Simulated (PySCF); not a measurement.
A search over the determinants of PbSe

Unrestricted PBE0; Pb def2-SVP with ECP60, Se def2-SVP; scalar-relativistic core potentials (PySCF 2.14). Outer shells of the fragments: Pb 5d10 6s2 6p2; Se 3d10 4s2 4p4.

Followed along the bond (rough minima from three points):

```csv
2Ms+1,unpaired,⟨S²⟩ at the start,R at minimum (Å),Te (eV)
1,none,0.00,2.42,0.00
3,π ↑↑,2.00,none in the scan,≤ 1.77
5,"σ ↑, π ↑↑↑",6.01,none in the scan,≤ 4.43
```

Solutions found at the starting distance of 2.510 Å, counted from the lowest of them; the search is not exhaustive and high or unbound solutions are not listed, so other states can lie among these:

| 2Ms+1 | unpaired | term | E (eV) | ⟨S²⟩ | ⟨Lz²⟩ | μ (D) |
| --- | --- | --- | --- | --- | --- | --- |
| 1 | none | ¹Σ⁺ | 0.00 | 0.00 | 0.00 | -4.11 |
| 3 | π ↑↑ | mixed | 1.88 | 2.00 | 2.01 | -1.48 |
| 3 | π ↑↑ | mixed | 2.16 | 2.00 | 2.01 | -1.73 |
| 1 | π ↑↓ | mixed | 2.21 | 1.01 | 2.01 | -1.82 |
| 3 | σ ↑, π ↑ | ³Π | 2.60 | 2.01 | 1.01 | -2.92 |
| 1 | σ ↓, π ↑ | mixed | 2.77 | 1.01 | 1.01 | -2.93 |
| 3 | σ ↑, π ↑ | ³Π | 4.76 | 2.00 | 1.02 | -0.43 |
| 5 | σ ↑, π ↑↑↑ | ⁵Π | 4.79 | 6.01 | 1.00 | 1.21 |
| 1 | σ ↓, π ↑ | mixed | 4.90 | 1.01 | 1.01 | -0.42 |
| 5 | π ↑↑↑↑ | ⁵Σ⁺ | 4.92 | 6.01 | 0.00 | 3.64 |

A term symbol is given only where ⟨S²⟩ and ⟨Lz²⟩ are close to those of a pure state; real π, δ and φ orbitals otherwise mix terms. A positive dipole means Pb(−)Se(+).

These are scalar-relativistic numbers at best; spin–orbit coupling would shift them, the dissociation energy most. Counting both spins, an empty level lies below a filled one in some of these solutions, because spin and occupation are held.
